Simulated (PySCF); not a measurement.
A side-by-side comparison of computed properties.

First species: C₅H₇Cl₃O.
Z-matrix (Å and degrees, GFN2-xTB geometry), rows numbered from 1:
```
C 
C   1  1.4996
O   2  1.1987  1  124.10
C   2  1.5432  1  114.23  3  -178.83
C   4  1.5288  2  109.12  1   124.19
C   4  1.5256  2  109.36  1  -113.47
Cl  6  1.7862  4  109.56  2    56.08
Cl  6  1.7677  4  112.77  2   -64.58
Cl  6  1.7848  4  110.26  2   173.98
H   1  1.0866  2  110.19  3    -0.32
H   1  1.0885  2  109.61  3   120.51
H   1  1.0882  2  109.52  3  -121.12
H   4  1.0936  2  109.74  1     3.49
H   5  1.0870  4  109.43  2   -64.81
H   5  1.0867  4  110.02  2    54.44
H   5  1.0865  4  110.61  2   175.26
```

Second species: C5H5ClO2S3.
SMILES: `CSC1=C(S(=O)(=O)Cl)SC=C1`

Levels: PBE0/pcSseg-1 for dipole moment, HOMO energy, LUMO energy and HOMO–LUMO gap; GFN2-xTB for rotational constant A and rotational constant C. Geometries: GFN2-xTB. All species are isolated and taken at one optimised geometry, non-relativistic unless stated. Electronic properties by PySCF.

The conformers computed, where there is a choice (atom-mapped SMILES and torsion angles):
- `[CH3:1][C:2](=[O:3])[C@@H:4]([CH3:5])[C:6]([Cl:7])([Cl:8])[Cl:9]`: C1–C2–C4–C5 124°, C2–C4–C6–Cl7 56°
- `[CH3:1][S:2][c:3]1[cH:4][cH:5][s:6][c:7]1[S:8](=[O:9])(=[O:10])[Cl:11]`: C1–S2–C3–C4 -3°, S6–C7–S8–O9 -151°

Values for the first species:

```
Dipole moment         : 3.23 D
HOMO energy           : -7.61 eV
LUMO energy           : -1.17 eV
HOMO–LUMO gap         : 6.44 eV
Rotational constant A : 1.284 GHz
Rotational constant C : 0.769 GHz
```

(1) Estimate the same properties for the second species, and the change in each.

## Answers

(1) 
```tsv
property	first	second	second less first
dipole moment	3.23 D	6.70 D	+3.47 D
HOMO energy	-7.61 eV	-6.79 eV	+0.82 eV
LUMO energy	-1.17 eV	-2.09 eV	-0.92 eV
HOMO–LUMO gap	6.44 eV	4.70 eV	-1.74 eV
rotational constant A	1.284 GHz	0.855 GHz	-0.429 GHz
rotational constant C	0.769 GHz	0.436 GHz	-0.333 GHz
```

On the first: The dipole equals about 10.8 × 10⁻³⁰ C·m (1 D = 3.33564 × 10⁻³⁰ C·m). A dipole of 3.23 D is allowed in C1, and pure rotational transitions are dipole-allowed.

On the second: The dipole equals about 22.4 × 10⁻³⁰ C·m (1 D = 3.33564 × 10⁻³⁰ C·m). A dipole of 6.70 D is allowed in C1, and pure rotational transitions are dipole-allowed.
